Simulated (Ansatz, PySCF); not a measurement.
C4H9FSi, SMILES C[SiH](C)/C=C\F. Atoms are numbered in the order given.

```xyz
15

C     -1.0487     1.7148     0.3879
Si    -0.6445     0.2759    -0.7510
C     -1.5905    -1.2632    -0.2341
C      1.2063    -0.0654    -0.7289
C      1.8719    -0.4182     0.3663
F      1.2639    -0.5585     1.5509
H     -2.1293     1.9273     0.3902
H     -0.5194     2.6279     0.0756
H     -0.7403     1.4766     1.4176
H     -0.9992     0.6351    -2.1618
H     -1.2926    -1.5631     0.7825
H     -2.6766    -1.0809    -0.2373
H     -1.3810    -2.1036    -0.9132
H      1.8115     0.0170    -1.6372
H      2.9441    -0.6296     0.4441
```
Charge 0, spin multiplicity 1.

Coordinates come from a PBE0-D3(BJ)/def2-SVP optimisation. The structure was generated by enumeration; whether it is a known compound was not checked. The values are those of a single conformer.

Two levels are set side by side: PBE-D3(BJ)/def2-SVP (Ansatz, a quantum-chemistry and plane-wave program) and PBE0-D3(BJ)/def2-SVP (Ansatz). Each level has its own optimised geometry; the coordinates shown are those of the second. Frequencies come from the Hessian of PySCF at each geometry. Differences are taken from unrounded values.

```csv
quantity,PBE0-D3(BJ)
mean bond length (Å),1.329
bond C1–Si2 (Å),1.879
bond Si2–C3 (Å),1.879
bond Si2–C4 (Å),1.882
bond C4–C5 (Å),1.329
bond C5–F6 (Å),1.339
bond C1–H7 (Å),1.101
bond C1–H8 (Å),1.101
bond C1–H9 (Å),1.101
bond Si2–H10 (Å),1.498
bond C3–H11 (Å),1.101
bond C3–H12 (Å),1.101
bond C3–H13 (Å),1.101
bond C4–H14 (Å),1.095
bond C5–H15 (Å),1.096
highest harmonic wavenumber (cm⁻¹),3218
mean harmonic wavenumber (cm⁻¹),1327
zero-point energy (kcal/mol),74.01
```

Question: What does PBE-D3(BJ) give, and how far is it from PBE0-D3(BJ)? (An estimate is asked for; the answer gives what the named calculation found.)

Answer: 
```tsv
quantity	PBE-D3(BJ)	PBE-D3(BJ) minus PBE0-D3(BJ)
mean bond length (Å)	1.338	0.009
bond C1–Si2 (Å)	1.891	0.012
bond Si2–C3 (Å)	1.891	0.012
bond Si2–C4 (Å)	1.890	0.008
bond C4–C5 (Å)	1.341	0.011
bond C5–F6 (Å)	1.355	0.016
bond C1–H7 (Å)	1.109	0.008
bond C1–H8 (Å)	1.108	0.008
bond C1–H9 (Å)	1.109	0.008
bond Si2–H10 (Å)	1.508	0.010
bond C3–H11 (Å)	1.109	0.008
bond C3–H12 (Å)	1.109	0.008
bond C3–H13 (Å)	1.108	0.008
bond C4–H14 (Å)	1.103	0.008
bond C5–H15 (Å)	1.105	0.009
highest harmonic wavenumber (cm⁻¹)	3121	-96
mean harmonic wavenumber (cm⁻¹)	1285	-43
zero-point energy (kcal/mol)	71.64	-2.37
```

Exact exchange shortens and stiffens bonds; PBE has none. Differences between two approximate levels are no errors against the true value.
